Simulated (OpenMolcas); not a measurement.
## Cr2+: ligand-field states by method

Cr2+ with 6 ligands (oxide) in octahedral coordination (Oh) at 2.18 Å. A charge of +1.67 e stands 2.8 Å behind each ligand. Ligand basis ANO-RCC-VDZP.
```
Cr    0.0000    0.0000    0.0000
O     2.1800    0.0000    0.0000
O     0.0000    2.1800    0.0000
O    -2.1800    0.0000    0.0000
O     0.0000   -2.1800    0.0000
O     0.0000    0.0000    2.1800
O     0.0000    0.0000   -2.1800
```

| Property | Result |
| --- | --- |
| Program | OpenMolcas 26.06 |
| Basis | ANO-RCC-VDZP [5s4p2d1f] |
| Scalar Hamiltonian | DKH2, point nucleus |
| Active space | 4 electrons in 5 orbitals (3d) |
| State averaging | 2S+1 = 5 even, 5 roots; 2S+1 = 3 even, 45 roots; 2S+1 = 1 even, 50 roots |
| Spin-orbit coupling | RASSI with atomic mean-field integrals over the reference wave functions |

I. CASSCF
II. SS-CASPT2, IPEA 0.25 Eh, imaginary shift 0.1 Eh (closed shells correlated: 3s 3p and the ligand valence shells)

Spin-free states (labels of O, the rotations of Oh) in cm-1, each column counted from its own energy of the first state listed:

| State | Degeneracy | I | II |
| --- | --- | --- | --- |
| 5E | 2 | 0 | 0 |
| 5T2 | 3 | 5673 | 6020 |
| 3T1 | 3 | 15863 | 14450 |
| 3E | 2 | 19661 | 17540 |
| 3T1 | 3 | 20773 | 17260 |
| 3T2 | 3 | 21242 | 18170 |
| 3A2 | 1 | 22864 | 18960 |
| 3A1 | 1 | 23998 | 20180 |
| 3T1 | 3 | 25400 | 23420 |
| 1T2 | 3 | 25558 | 22310 |
| 1E | 2 | 26054 | 23210 |
| 3T2 | 3 | 26451 | 23930 |
| 3E | 2 | 26507 | 22670 |
| 3T1 | 3 | 27770 | 24750 |
| 1A2 | 1 | 29326 | 25980 |
| 1A1 | 1 | 29339 | 24140 |
| 1T2 | 3 | 29714 | 25530 |
| 1T1 | 3 | 30843 | 26210 |
| 3T2 | 3 | 31154 | 27880 |
| 3T1 | 3 | 31340 | 29650 |

From I to II, I's first state of the same spin (5T2) moves from 5673 to 6020 cm-1, by about +350 cm-1.

From I to II, I's first state of another spin (3T1) moves from 15863 to 14450 cm-1, by about -1400 cm-1.

I: A least-squares ligand-field fit to the states below 45000 cm-1, each weighted by its degeneracy and with a free common offset, gives 10Dq = 5790 cm-1, B = 998 cm-1 and C = 3746 cm-1 (C/B = 3.75), with an rms deviation of 51 cm-1. The same method and metal basis give the free ion B = 1014 cm-1 (fit to its terms below 60000 cm-1, rms deviation 81 cm-1), so the nephelauxetic ratio is β = 998 / 1014 = 0.98; it hangs on how both fits weigh the states, and computed free-ion B values tend to be too large, so β mixes covalency with correlation.

χT at 300 K: I 2.93, II 2.94 cm3 K/mol.

Roots that are degenerate in the reference are averaged as groups; the widest CASPT2 spread within a group is 74 cm-1 (the 2-fold group of multiplicity 1 near 23200 cm-1 above the lowest state of its run, II). Shifts and gaps below about the spread of the groups concerned are not significant. Over all roots computed the reference weight is 0.63 to 0.65 in II; a low but even weight reflects the number of correlated electrons. An orbital doublet at a regular site is open to a Jahn-Teller distortion, which this geometry leaves out. The oxide ions are held by bare point charges, a crude embedding. Ligand-to-metal charge-transfer states are missing. With no ligand orbital active B as a rule stays too high, so bands that hang on it stand too high and its fall with covalency is understated. Without dynamic correlation the repulsion within the d shell is too large (B by tens of per cent), so at a given field states of lower spin stand too high (holds for I). With metal d orbitals alone and no dynamic correlation the field as a rule comes out too small, by tens of per cent, by up to half for chloride and softer ligands (holds for I). These CASPT2 states fit no ligand-field parameters well, so their order and spin gaps are uncertain (holds for II). With one d shell and no ligand orbital active, 10Dq can be off by tens of per cent for divalent 3d ions, low with halides held by bare charges and at times high in hosts (holds for II). Free-ion shares, where given, are those of the reference states; single-state CASPT2 does not remix them (holds for II). No measured value stands beside these numbers; the geometry was imposed, not optimised, and the real ion may take another.
